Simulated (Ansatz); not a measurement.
`[GeH3][CH]=[Se]` + HCl → `ClC=[Se]` + GeH₄  (substitution at a C–Ge bond)

Calculated with Ansatz (gas phase, PBE0-D4/def2-TZVP geometries, no zero-point term in ΔE). CCSD(T)/CBS is the MP2 limit (def2-TZVPP, def2-QZVPP) plus CCSD(T) − MP2 in def2-TZVPP, frozen cores. This one scheme is used for every species. Functionals use def2-TZVPP. For Ge, Se outer-core shells are correlated without core-valence functions, which leaves a few kJ/mol of doubt a bond. Scalar relativity is left out up to krypton.

```
          species  PBE-D4 energy (Eh)
`[GeH3][CH]=[Se]`         -4518.30531
              HCl          -460.62759
       `ClC=[Se]`         -2899.86740
             GeH₄         -2079.06008
```

(1) Work out ΔE.

Largest T1 diagnostic among the species: 0.014.

Answers

(1) ΔE = (-2899.86740) + (-2079.06008) − (-4518.30531) − (-460.62759) = 0.00542 Eh = +3.4 kcal/mol. CCSD(T)/CBS gives +8.7 kcal/mol.

At CCSD(T), def2-SVP lies −1.4 kcal/mol from the extrapolated value and def2-TZVPP +0.4 kcal/mol. From BLYP to BHLYP (50 % exact exchange), in def2-TZVPP and without D4, ΔE moves by +3.7 kcal/mol.
